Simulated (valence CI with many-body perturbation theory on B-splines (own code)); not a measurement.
# Sb XLV: what the settings do

Calculated by configuration interaction combined with many-body perturbation theory (CI+MBPT): five valence electrons over a frozen Dirac-Fock core [He], a basis of 6 s, 6 p, 5 d, 3 f, 1 g functions for each j, with the one-electron correlation potential Σ1, the two-electron term Σ2, the three-electron term Σ3, Breit, model QED; selected CI, second order for the rest, scaled by the run's own slope (own B-spline code, finite nucleus).

No measured spectrum was set against this ion. As an estimate, large intervals hold to a few tenths of a per cent, small ones and those within an open d or f shell to about a per cent. Among the levels kept, up to 1900 cm⁻¹ of a level comes from second order outside the variational space, and about a tenth of that is noise between levels of different J, which matters for small intervals.

The reference run has the lowest level (2s^2 2p1/2^2 2p3/2) J=3/2 and an ionisation energy of 7390.50 eV. Its largest variational space holds 10000 state functions.

Levels are named by their leading jj configuration (3d3/2^4 stands for four electrons in 3d with j = 3/2), which in mixed levels can hold well under half, so a name can repeat and another be missing. Letters in brackets count levels of one name in rising energy.

Changed runs:
A. natural orbitals for correlation on → off
B. hole-hole ladder in Σ2 on → off
C. Breit term on → off
D. correlating orbitals by l 3 3 3 2 1 → 2 2 1 1 0; natural orbitals for correlation on → off (bad on purpose)

Excitation energies of the reference run in cm⁻¹, and shifts in cm⁻¹:

```
                       Level  Reference      A         B       C       D
  (2s^2 2p1/2 2p3/2^2) J=3/2    1991780  -1304       -50  +32939   -1100
  (2s^2 2p1/2 2p3/2^2) J=5/2    2146280   +391       -50  +58015    +729
  (2s^2 2p1/2 2p3/2^2) J=1/2    2376120   +607       +46  +27378    +466
  (2s 2p1/2^2 2p3/2^2) J=5/2    3616850   +479      -132  +11606    +564
  (2s 2p1/2^2 2p3/2^2) J=1/2    4127140  +3765       -37  -11872   +4210
  (2s 2p1/2^2 2p3/2^2) J=3/2    4139520  +4453      -132   +4234   +5449
        (2s^2 2p3/2^3) J=3/2    4376760   -534      -8.1  +70256    -458
(2s 2p1/2 2p3/2^3) J=3/2 [a]    5767890   +255      -139  +31340    +426
    (2s 2p1/2 2p3/2^3) J=5/2    6014630  +2696      -139  +55361   +3388
    (2s 2p1/2 2p3/2^3) J=1/2    6281480  +3631      -131  +30842   +4612
(2s 2p1/2 2p3/2^3) J=3/2 [b]    6374520  +5222      -139  +45438   +6535
     (2p1/2^2 2p3/2^3) J=3/2    8172790  +9538       -53    +119  +12302
      Ionisation energy (eV)    7390.50  -0.88  -0.00071   +4.49   -0.96
```
